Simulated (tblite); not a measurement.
Run record: tight-binding relaxation, `C(P(C(F)(F)F)C1CC1)=C`.

Computed with GFN2-xTB geometry optimisation, gas phase (tblite 0.8.0). Start geometry: from a force field or distance geometry. The command runs a driver script over a list of jobs; the input below is this job's line of settings and its coordinates in Å.

Command:
```bash
OMP_NUM_THREADS=1 python probes_run.py task.json out
```

Input:
```
{"job": {"kind": "relax", "xc": "GFN2-xTB", "basis": "xTB"}, "charge": 0, "multiplicity": 1}
C      2.659100    -1.025300    -0.608700
C      2.060200    -0.317400     0.357200
P      0.433900     0.436100     0.238900
C     -0.818900    -0.798700    -0.245800
C     -2.164600    -0.618600     0.480500
C     -2.058600    -0.440200    -1.023700
C      0.393800     2.008400    -0.727100
F     -0.649800     2.776300    -0.241300
F      0.246100     1.856900    -2.075000
F      1.571600     2.717200    -0.487800
H      3.631100    -1.471700    -0.508600
H      2.090700    -1.142800    -1.544900
H      2.596800    -0.186600     1.333100
H     -0.468500    -1.852800    -0.356800
H     -2.643500    -1.523200     0.869700
H     -2.283500     0.333800     1.045500
H     -2.143000     0.576000    -1.455100
H     -2.461700    -1.320900    -1.591300
```

Output:
```
step      E/eV     max force
  0    -912.38823    3.771
  1    -912.80779    2.836
  2    -913.07479    1.748
  3    -913.16996    1.224
  4    -913.22841    0.489
  5    -913.25285    0.513
  6    -913.28389    0.544
  7    -913.31209    0.517
  8    -913.34433    0.472
  9    -913.37346    0.379
... (185 lines left out)
195    -913.89434    0.019
196    -913.89440    0.019
197    -913.89446    0.023
198    -913.89453    0.025
199    -913.89459    0.020
200    -913.89464    0.015
201    -913.89468    0.013
202    -913.89471    0.013
203    -913.89474    0.013
204    -913.89476    0.010
```

«max force» is the largest atomic force in eV/Å.

**Question.** From which step on does the largest force stay under 0.1 eV/Å, and how much energy is left to gain from there?

**Answer.** From step 177 (0.099 eV/Å), 4.9 meV above the end.

Main results: energy lowered by 34.7 kcal/mol over 204 steps; largest atomic force 0.010 eV/Å at the end.

**Question.** Give the final coordinates.

**Answer.** 1.146 Å rms from the input after alignment:
```
atom  x, y, z in Å
C1     2.0560   -1.3630    0.2330
C2     1.9021   -0.0485    0.2493
P3     0.2950    0.7868    0.4102
C4    -0.7720   -0.3239   -0.5794
C5    -1.7207   -1.2322    0.1554
C6    -2.2529   -0.0534   -0.5844
C7     0.6371    2.0055   -0.9993
F8    -0.4379    2.7626   -1.2587
F9     0.9776    1.4152   -2.1583
F10    1.6408    2.8394   -0.6884
H11    3.0319   -1.8177    0.1863
H12    1.2148   -2.0358    0.2617
H13    2.7573    0.6175    0.2558
H14   -0.3174   -0.6999   -1.4915
H15   -1.8865   -2.2188   -0.2506
H16   -1.7270   -1.1989    1.2352
H17   -2.6194    0.7845   -0.0097
H18   -2.7877   -0.2131   -1.5078
```

**Question.** Estimate the wall time. Hardware: an Arm Neoverse V1 with one thread, shared host.

**Answer.** About 1.7 s.
Labels such as C1 count atoms from 1, the log's own numbers from 0.
